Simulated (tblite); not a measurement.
C₁₈H₁₁F.
Cartesian coordinates in Å at the GFN2-xTB level; atoms count from 1:
```xyz
30
C18H11F angstrom
F     -3.7761   -2.3573   -1.1676
C     -3.7282   -1.1280   -0.6056
C     -4.8866   -0.4832   -0.3146
C     -4.8322    0.8017    0.2721
C     -3.6383    1.3911    0.5435
C     -2.4109    0.7367    0.2487
C     -1.1801    1.3145    0.5156
C      0.0234    0.6605    0.2199
C      1.2702    1.2398    0.4874
C      2.4563    0.5864    0.1917
C      3.7260    1.1668    0.4596
C      4.8744    0.5047    0.1609
C      4.8296   -0.7816   -0.4266
C      3.6376   -1.3737   -0.7000
C      2.4114   -0.7187   -0.4037
C      1.1823   -1.3005   -0.6716
C     -0.0203   -0.6473   -0.3763
C     -1.2659   -1.2293   -0.6447
C     -2.4461   -0.5691   -0.3474
H     -5.8354   -0.9488   -0.5286
H     -5.7593    1.3057    0.4994
H     -3.5972    2.3735    0.9908
H     -1.1433    2.2970    0.9654
H      1.3049    2.2232    0.9356
H      3.7542    2.1498    0.9079
H      5.8360    0.9518    0.3674
H      5.7575   -1.2854   -0.6544
H      3.5966   -2.3562   -1.1488
H      1.1466   -2.2836   -1.1201
H     -1.3050   -2.2120   -1.0920
```

Structure optimised with GFN2-xTB, isolated species.

Take the most abundant isotopes and a rigid rotor. 

Task: What are A, B and C (GHz)?

Result: Ia = 415.65, Ib = 2577.02, Ic = 2992.67 u·Å²; 505379 MHz·u·Å²/I gives 1216, 196.1 and 168.9 MHz, that is A = 1.2159, B = 0.1961, C = 0.1689 GHz.

Task: What kind of rotor is it?

Result: A near-prolate asymmetric top; Ray's κ = -0.948.

Task: What does the inertial defect say?

Result: Planar: Δ = Ic − Ia − Ib = 0.00 u·Å². For a rigid frame Δ = −2 Σ m c², so it vanishes when all atoms lie in the ab plane; here none is more than 0.01 Å from it.

Task: Where do the levels up to J = 2 lie, in K?

Result: Above 0(0,0), as E/k:
J = 1: 1(0,1) 0.018, 1(1,1) 0.066, 1(1,0) 0.068
J = 2: 2(0,2) 0.053, 2(1,2) 0.100, 2(1,1) 0.104, 2(2,1) 0.251, 2(2,0) 0.251

Its GFN2-xTB frequencies are all real (lowest 50 cm⁻¹). Constants of a rigid frame at the computed geometry: no zero-point averaging, no centrifugal distortion.
